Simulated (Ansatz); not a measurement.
This geometry of BH₄LiSSi (8 atoms, charge 0, multiplicity 1) is a first-order saddle point.

Computed with RKS LDA/def2-SVP in Ansatz.

```xyz
8
Properties=species:S:1:pos:R:3
Li -1.369 -0.815 0.591
Si -0.484 1.356 0.936
S 0.949 0.293 -0.528
B 0.425 -1.327 -0.882
H -0.637 2.614 0.093
H 0.610 1.821 1.888
H -0.578 -1.934 -0.455
H 1.085 -2.008 -1.642
```

(1) Which two structures does it join? (They come from a converged band through this point; their orientation in space is the band's.)

(2) How far does it lie above each of them?

Results:

(1) No bond is made or broken. The dihedral H7–Li1–B4–H8 goes from -87 to 87°. The two ends are copies of one structure, up to a mirror image or an exchange of like atoms.

Initial state:

```xyz
8
Properties=species:S:1:pos:R:3
Li -0.838 -1.123 0.909
Si -0.408 1.206 1.067
S 1.177 0.000 -0.091
B 0.264 -1.145 -1.051
H -0.646 2.258 -0.006
H 0.590 1.940 1.951
H -0.961 -1.305 -0.896
H 0.823 -1.832 -1.883
```

Final state:

```xyz
8
Properties=species:S:1:pos:R:3
Li -1.503 -0.718 -0.042
Si -0.637 1.343 0.744
S 0.561 0.371 -0.968
B 0.584 -1.339 -0.595
H -0.707 2.721 0.102
H 0.540 1.545 1.687
H -0.107 -1.822 0.322
H 1.268 -2.101 -1.249
```

(2) 2.5 kcal/mol above the first and 2.5 kcal/mol above the second. This is the barrier of this one path; another mechanism may lie lower.

The run took 70 s on 1 thread of Arm Neoverse V1 (shared host), peak memory 0.12 GiB.
